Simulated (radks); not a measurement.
Values are calculated unless marked as measured or tabulated.
The nuclear charge of neutral bromine is varied continuously with 35 electrons held in [Ar] 3d10 4s2 4p5. Level of theory: Dirac Kohn-Sham, PBEsol, spin-unpolarised, spherical densities, point nucleus; open shells are shared between the two j in proportion to 2j + 1 (a radial shooting solver on a logarithmic mesh with Libxc functionals). By the Hellmann-Feynman theorem dE/dZ = E(electron-nucleus)/Z, the electronic potential at the nucleus.

| Z | E (hartree) | E(electron-nucleus)/Z (hartree) | HOMO | e(HOMO) (eV) | <r> HOMO (bohr) |
|---|---|---|---|---|---|
| 34.8 | -2569.04418 | -178.418 | 4p3/2 | -5.710 | 2.193 |
| 34.9 | -2586.92086 | -179.116 | 4p3/2 | -6.686 | 2.155 |
| 35 | -2604.86736 | -179.814 | 4p3/2 | -7.693 | 2.119 |
| 35.1 | -2622.88366 | -180.512 | 4p3/2 | -8.730 | 2.084 |
| 35.2 | -2640.96973 | -181.209 | 4p3/2 | -9.797 | 2.052 |
| 35.3 | -2659.12553 | -181.907 | 4p3/2 | -10.892 | 2.021 |
| 35.4 | -2677.35107 | -182.604 | 4p3/2 | -12.015 | 1.991 |
| 35.5 | -2695.64631 | -183.301 | 4p3/2 | -13.165 | 1.963 |
| 35.6 | -2714.01124 | -183.998 | 4p3/2 | -14.342 | 1.936 |
| 35.7 | -2732.44586 | -184.695 | 4p3/2 | -15.546 | 1.910 |
| 35.8 | -2750.95015 | -185.391 | 4p3/2 | -16.775 | 1.886 |
| 35.9 | -2769.52410 | -186.088 | 4p3/2 | -18.030 | 1.862 |
| 36 | -2788.16772 | -186.784 | 4p3/2 | -19.309 | 1.839 |

The central difference of E at Z = 35 is -179.814 hartree, to compare with the third column; the second derivative is -6.98 hartree.
